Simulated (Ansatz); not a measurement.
One change: `[NH2][Y]([Cl])[Cl]` becomes `[OH][Y]([Cl])[Cl]`.

Ansatz, PBE0-D4/def2-TZVP geometries, multiplicity 1. Each molecule was computed in one conformer, which needn't be the lowest.

Elements past krypton have def2 core potentials.

```tsv
property	`[NH2][Y]([Cl])[Cl]`
HOMO–LUMO gap (PBE0/def2-TZVPP) / eV	5.46
HOMO energy (B3LYP/def2-TZVPP) / eV	-7.45
LUMO energy (B3LYP/def2-TZVPP) / eV	-2.57
LUMO energy (PBE/def2-TZVPP) / eV	-2.99
zero-point energy (PBE0-D4/def2-TZVP) / kJ/mol	69.0
LUMO energy (ωB97M-V/def2-TZVPP) / eV	-0.81
```

(1) What does the change do to each property? (Best estimate.)

Results:

(1) Ansatz gave: 
```
                                      property  `[OH][Y]([Cl])[Cl]`  shift
          HOMO–LUMO gap (PBE0/def2-TZVPP) / eV                 6.35   0.89
           HOMO energy (B3LYP/def2-TZVPP) / eV                -8.41  -0.96
           LUMO energy (B3LYP/def2-TZVPP) / eV                -2.71  -0.14
             LUMO energy (PBE/def2-TZVPP) / eV                -3.13  -0.14
zero-point energy (PBE0-D4/def2-TZVP) / kJ/mol                 37.8  -31.2
         LUMO energy (ωB97M-V/def2-TZVPP) / eV                -0.93  -0.12
```

With PBE0 the HOMO falls by 1.02 eV and the LUMO falls by 0.13 eV, so the gap widens by about 0.89 eV. PBE moves the HOMO by -0.94 eV and ωB97M-V by -0.94 eV. The zero-point energy changes by -31.2 kJ/mol with -3 modes.

B3LYP here is the variant with VWN-RPA as its local correlation; programs differ in this.
